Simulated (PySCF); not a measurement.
Dipole polarisabilities along the 4d series, charge +2

Calculated with PySCF 2.14 for the ground configurations, without spin-orbit coupling: coupled response for Hartree-Fock and DFT. Mean α in bohr³, C₆ of like pairs in atomic units.

```csv
species,α UHF,α PBE,α PBE0,C₆ UHF,C₆ PBE,C₆ PBE0
"Zr²⁺ [Kr] 4d2 (aug-cc-pVTZ-PP with ECP28MDF, ECP)",11.30,12.87,12.19,55.79,63.12,59.95
"Nb²⁺ [Kr] 4d3 (aug-cc-pVTZ-DK, spin-free X2C)",10.36,11.69,11.10,53.83,60.68,57.58
"Mo²⁺ [Kr] 4d4 (aug-cc-pVTZ-DK, spin-free X2C)",9.264,10.49,9.965,49.13,55.91,52.99
"Tc²⁺ [Kr] 4d5 (aug-cc-pVTZ-DK, spin-free X2C)",8.140,9.267,8.813,43.38,49.90,47.26
"Ru²⁺ [Kr] 4d6 (aug-cc-pVTZ-DK, spin-free X2C)",7.492,8.533,8.135,39.86,46.01,43.65
"Rh²⁺ [Kr] 4d7 (aug-cc-pVTZ-DK, spin-free X2C)",6.724,7.678,7.332,35.51,41.18,39.12
"Pd²⁺ [Kr] 4d8 (aug-cc-pVTZ-DK, spin-free X2C)",6.051,6.900,6.599,31.57,36.61,34.82
"Ag²⁺ [Kr] 4d9 (aug-cc-pVTZ-PP with ECP28MDF, ECP)",5.422,6.239,5.963,27.58,32.42,30.81
"Cd²⁺ [Kr] 4d10 (aug-cc-pVTZ-PP with ECP28MDF, ECP)",4.812,5.529,5.290,23.86,28.03,26.66
```
